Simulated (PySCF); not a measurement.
An unknown is described by computed data only.

Formula: C5H6N2Si.

* 1H NMR: chemical shifts (computed TMS as zero) by class: 8.26 (1 H), 5.18 (2 H), 2.38 (3 H) ppm [GIAO PBE0/pcSseg-1]
* NMR, other nuclei: isotropic shieldings of nuclei other than C and H, by class: -109 (1 N), -87 (1 N), 427 (1 Si) ppm [GIAO PBE0/pcSseg-1]
* UV, first state: lowest singlet excitation: 3.85 eV (322 nm, f = 0.001) [TDDFT B3LYP/def2-SVPD]
* UV, strongest line: among the 8 lowest singlet transitions: S3 at 5.09 eV (244 nm, f = 0.196) [TDDFT B3LYP/def2-SVPD]
* Rotational structure: rotational constants A, B, C: 2.335, 1.382, 0.883 GHz [GFN2-xTB]
* Triplet: lowest triplet excitation (Tamm–Dancoff): 3.34 eV [TDA B3LYP/def2-SVPD]
* Dipole: 1.85 D [B3LYP/def2-SVPD]
* Polarisability: 95.6 au [B3LYP/def2-SVPD]
* 13C NMR: chemical shifts (computed TMS as zero) by class: 165.9 (1 C), 127.2 (1 C), 113.0 (1 C), 84.4 (1 C), 5.3 (1 C) ppm [GIAO PBE0/pcSseg-1]

Electronic properties: PySCF, gas phase, density fitting. Levels stand in brackets. The structure is a single GFN2-xTB conformer in the gas phase; no vibrational or solvent corrections. NMR classes are plain means over equivalent atoms (diastereotopic ones count apart unless rotation or inversion swaps them), as if these changed places fast.

Q: Give a SMILES that accounts for the data.

A: Numbering: `[CH3:1][C:2]#[C:3]/[CH:4]=[N:5]\[SiH2:6][C:7]#[N:8]`. Its formula, C5H6N2Si, gives 5 degrees of unsaturation: 0 rings and 5 π bonds in the structure found. 5 carbons fall into 5 classes; from least to most shielded: C=N carbon [C4] (165.9 ppm), cyano carbon [C7] (127.2 ppm), alkyne carbon [C2] (113.0 ppm), alkyne carbon [C3] (84.4 ppm), propargylic carbon [C1] (5.3 ppm). Hydrogen classes from least to most shielded: 1 H on a C=N carbon, C4 (8.26 ppm), 2 H on an SiH2 silicon, Si6 (5.18 ppm), 3 H on a propargylic carbon, C1 (2.38 ppm, a mean of values up to 0.7 ppm apart in this geometry). The other shieldings belong to: -109 ppm, C=N nitrogen [N5]; -87 ppm, cyano nitrogen [N8]; 427 ppm, SiH2 silicon [Si6]. S1 is mainly HOMO→LUMO (weight 0.99); the largest Löwdin shares of the orbital it empties are 0.59 on the C=N nitrogen, 0.10 on the C=N carbon, 0.08 on an alkyne carbon and 0.08 on the SiH2 silicon, of the orbital it fills 0.29 on the C=N carbon, 0.27 on the C=N nitrogen, 0.15 on an alkyne carbon and 0.11 on an alkyne carbon. By its constants the optimised geometry is an asymmetric top. Structure: `CC#C/C=N\[SiH2]C#N`. Computed isomers that give other values at the same levels: `CC#C/C=N/[SiH2]C#N` (13C chemical shifts (computed TMS as zero) by class: 163.0 (1 C), 123.5 (1 C), 106.1 (1 C), 88.0 (1 C), 5.8 (1 C) ppm); `C#Cc1nccn1[SiH3]` (13C chemical shifts (computed TMS as zero) by class: 138.7 (1 C), 137.5 (1 C), 128.0 (1 C), 89.4 (1 C), 80.4 (1 C) ppm); `N#Cc1cccn1[SiH3]` (13C chemical shifts (computed TMS as zero) by class: 134.9 (1 C), 133.3 (1 C), 119.7 (1 C), 118.0 (1 C), 112.5 (1 C) ppm). The assignments are read from this structure; whether some other isomer fits the data as well wasn't checked.

The values belong to the conformer `[CH3:1][C:2]#[C:3]/[CH:4]=[N:5]\[SiH2:6][C:7]#[N:8]`: C4–N5–Si6–C7 4°.
